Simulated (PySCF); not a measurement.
Computed properties of Pb(H)(OMe) (CH4OPb), SMILES [PbH][O]C

Pb(H)(OMe) (CH4OPb), SMILES [PbH][O]C (connectivity only; charge and spin as stated), neutral, multiplicity 1. Coordinates come from a PBE0-D3(BJ)/def2-SVP optimisation. The def2 effective core potentials stand for the cores of Pb; spin–orbit coupling is left out. Other conformers were not sampled. All values are computed for the isolated molecule unless a solvent is named; none is compared with measurement here.

**Structure.** The optimised structure has Cs symmetry. All 15 harmonic modes at PBE0-D3(BJ)/def2-SVP (PySCF) are real, so it is a minimum. With heavy atoms numbered as in [PbH:1][O:3][CH3:4], the shortest bond between them is O3–C4 at 1.388 Å and the longest Pb1–O3 at 2.102 Å.

**Vibrations.** The strongest infrared lines (harmonic, unscaled, degenerate partners summed) lie at 1560 cm⁻¹ (549 km/mol, H 99 %), 1158 cm⁻¹ (189 km/mol, O 45 %, C 42 %, H 13 %), 2969 cm⁻¹ (131 km/mol, H 97 %). The softest mode is at 118 cm⁻¹ and the zero-point energy is 28.8 kcal/mol.

**Electronic structure.** B3LYP/def2-TZVPD (PySCF) places the frontier levels at -6.84 and -2.77 eV, a gap of 4.07 eV, and gives a dipole moment of 1.98 D and a mean polarisability of 67.1 bohr³.

**Excitations.** TDA-ωB97X/def2-SVPD (PySCF) has S1 at 3.25 eV (381 nm, f = 0.013, weak); the most intense of the 10 singlets computed lies at 6.66 eV (f = 0.43). T1 (TDA) is at 2.69 eV, 0.56 eV under S1. No vertical singlet excitation falls in the visible range (under 3.1 eV).
